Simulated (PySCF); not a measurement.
These are PBE-D3(BJ)/def2-TZVP // B3LYP-D3(BJ)/def2-SVP run with PySCF 2.14.0 values and carry that method's errors. All species are isolated molecules in the gas phase. One relaxed conformer stands for a flexible species; it need not be the lowest. Excitations are Tamm–Dancoff values on a coarser integration grid. The basis has no diffuse functions, so Rydberg states are missing or too high.

Reference species (SMILES): `[SiH2]1C(=CC=C1C=O)C(F)(F)F` (O–C–C–Si torsion 180°) (neutral, multiplicity 1).

| Item | Value |
|---|---|
| S1–T1 gap (TDA) | 0.27 eV |
| T1 excitation (TDA) | 1.95 eV |
| HOMO | -6.13 eV |

After one change: the S1–T1 gap (TDA) rises by 0.06 eV; the T1 excitation (TDA) rises by 0.33 eV; the HOMO drops by 0.13 eV.

Problem. Which change was made? The new species is one of these.
(A) `O=CC1=CC=C[Si@@H]1C(F)(F)F` (O–C–C–Si torsion 1°)
(B) `O=C[Si@@H]1C=CC=C1C(F)(F)F` (O–C–Si–C torsion 113°)
(C) `O=CC1=C[Si@@H](C(F)(F)F)C=C1` (O–C–C–C torsion 180°)
(D) `O=CC1=C(C(F)(F)F)C=C[SiH2]1` (O–C–C–Si torsion 0°)

Solution. C, `O=CC1=C[Si@@H](C(F)(F)F)C=C1` (O–C–C–C torsion 180°)
